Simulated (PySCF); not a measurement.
How methods differ on the excitation energy of Bi

Bi [Xe] 4f14 5d10 6s2 6p3 (4S) → Bi [Xe] 4f14 5d10 6s1 6p3 6d1 (6D), as a difference of total energies. Calculation: PySCF 2.14, in aug-cc-pwCVDZ-PP with ECP60MDF; scalar relativity through the core potential. Correlated levels: valence: 5s2 5p6 5d10 frozen; valence and next inner shell: nothing frozen outside the core potential. The calculations carry no spin-orbit coupling.

| method | excitation energy (eV) |
| --- | --- |
| UHF | 13.517 |
| LDA | 16.120 |
| PBE | 15.659 |
| PBE0 | 15.379 |
| r2SCAN | 15.421 |
| wB97X-V | 15.732 |
| wB97X | 16.229 |
| HSE06 | 15.428 |
| MN15 | 16.410 |
| MP2 (valence) | 14.354 |
| SCS-MP2 (valence) | 14.531 |
| MP2 (valence and next inner shell) | 15.723 |
| SCS-MP2 (valence and next inner shell) | 15.646 |

**Question.** How much does correlation contribute at MP2 (valence and next inner shell)?

**Answer.** 15.723 − (13.517) = 2.206 eV, measured against UHF.

Spin-orbit coupling is strong in these open shells (close to jj coupling). The scalar numbers leave it out and a first-order estimate fails, so it can dominate the gap to the real levels.

The upper state lies above the first ionisation limit.

The promoted electron is Rydberg-like, and one or two diffuse shells describe it only roughly, which tends to raise the upper state.

In the upper state the promoted electron has a positive orbital energy at LDA, PBE, PBE0, r2SCAN, HSE06, MN15, so the basis confines it.
